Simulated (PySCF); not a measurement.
# Highest orbital energy against ionisation energy along group 13

Calculated with PySCF 2.14, no spin-orbit coupling. Each cell gives −ε(HOMO) / ΔSCF in eV; NIST values include spin-orbit coupling, (s) semi-empirical, (t) theoretical.

| species | UHF | LDA | PBE | PBE0 | r2SCAN | NIST (lowest levels) |
| --- | --- | --- | --- | --- | --- | --- |
| B⁺ (x2c-QZVPPall with one added diffuse shell each of s, p, d, f type, spin-free X2C) | 23.784 / 23.449 | 19.413 / 24.560 | 19.510 / 24.612 | 20.798 / 24.567 | 19.727 / 24.263 | 25.155 |
| Al⁺ (x2c-QZVPPall with one added diffuse shell each of s, p, d, f type, spin-free X2C) | 17.781 / 17.551 | 14.917 / 18.928 | 14.808 / 18.790 | 15.764 / 18.684 | 14.962 / 18.410 | 18.829 |
| Ga⁺ (x2c-QZVPPall with one added diffuse shell each of s, p, d, f type, spin-free X2C) | 19.035 / 18.750 | 16.652 / 21.166 | 16.329 / 20.790 | 17.218 / 20.443 | 16.610 / 20.525 | 20.515 |
| In⁺ (x2c-QZVPPall with one added diffuse shell each of s, p, d, f type, spin-free X2C) | 17.293 / 17.015 | 15.295 / 19.405 | 14.918 / 18.975 | 15.730 / 18.662 | 15.108 / 18.696 | 18.870 |

Problem. How far is −ε(HOMO) from ΔSCF on average for each method, and why?

Solution. UHF 0.28 eV; LDA -4.45 eV; PBE -4.40 eV; PBE0 -3.21 eV; r2SCAN -3.87 eV. Hartree-Fock orbital energies lack relaxation and so exceed the ΔSCF value; semilocal functionals have convex E(N) from self-interaction, so their HOMO lies far too high; exact exchange moves hybrids part of the way back.
